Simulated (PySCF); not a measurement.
Species: C6H5F3N (charge +1).
SMILES: `FC(F)(F)c1cc[nH+]cc1`

Structure optimised with GFN2-xTB, isolated species.

Masses are those of the commonest isotopes; rigid-rotor values at the optimised geometry. 

Problem. What are A, B and C (GHz)?

Solution. Ia = 174.32, Ib = 543.98, Ic = 630.08 u·Å²; 505379 MHz·u·Å²/I gives 2899, 929.0 and 802.1 MHz, that is A = 2.8992, B = 0.9290, C = 0.8021 GHz.

Problem. Classify the top.

Solution. An asymmetric top. Ray's parameter κ = (2B − A − C)/(A − C) = -0.879; −1 is the prolate and +1 the oblate limit.

Problem. What does the inertial defect say?

Solution. Not planar: Δ = Ic − Ia − Ib = -88.22 u·Å². For a rigid frame Δ = −2 Σ m c², so Σ m c² = 44.11 u·Å² lies off the ab plane: 0.00 from hydrogen and 44.11 from heavier atoms. The atom farthest from that plane is 1.25 Å away.

Problem. Give the other two planar moments, Paa and Pbb, and the rms extents of the mass along the axes.

Solution. Paa = Σ m a² = (Ib + Ic − Ia)/2 = 499.87 and Pbb = Σ m b² = (Ia + Ic − Ib)/2 = 130.21 u·Å². With the mass M = 148.04 u, the rms extents √(P/M) along a, b and c are 1.84, 0.94, 0.55 Å.

Problem. Give the coordinates in the principal-axis frame, origin at the centre of mass.

Solution. The sense of each axis is arbitrary; atoms in the order of the calculation.
```
atom  mass (u)   a (Å)   b (Å)   c (Å)
  F1    18.998   1.846   0.002  -1.253
  C2    12.000   1.404   0.000   0.006
  F3    18.998   1.889   1.077   0.615
  F4    18.998   1.888  -1.080   0.611
  C5    12.000  -0.122   0.000   0.017
  C6    12.000  -0.817  -1.207   0.007
  C7    12.000  -2.199  -1.173   0.001
  N8    14.003  -2.838   0.000  -0.001
  C9    12.000  -2.199   1.173   0.001
 C10    12.000  -0.817   1.207   0.008
 H11     1.008  -0.291  -2.150   0.014
 H12     1.008  -2.789  -2.078  -0.001
 H13     1.008  -3.859   0.000  -0.001
 H14     1.008  -2.790   2.078  -0.003
 H15     1.008  -0.291   2.151   0.015
```

Problem. Estimate the classical rotational partition function at 25 K, 50 K and 200 K.

Solution. Point group Cs, symmetry number σ = 1; q = (√π/σ)·√((kT/h)³/(ABC)), k/h = 20836.6 MHz/K: 14300 at 25 K, 40600 at 50 K, 324000 at 200 K.

No GFN2-xTB frequencies stand behind this structure, so it isn't proved a minimum. These are rigid-rotor constants of the computed structure; measured ground-state constants (B0) also hold zero-point vibration.

Conformer computed: `[F:1][C:2]([F:3])([F:4])[c:5]1[cH:6][cH:7][nH+:8][cH:9][cH:10]1`: F1–C2–C5–C6 89°.
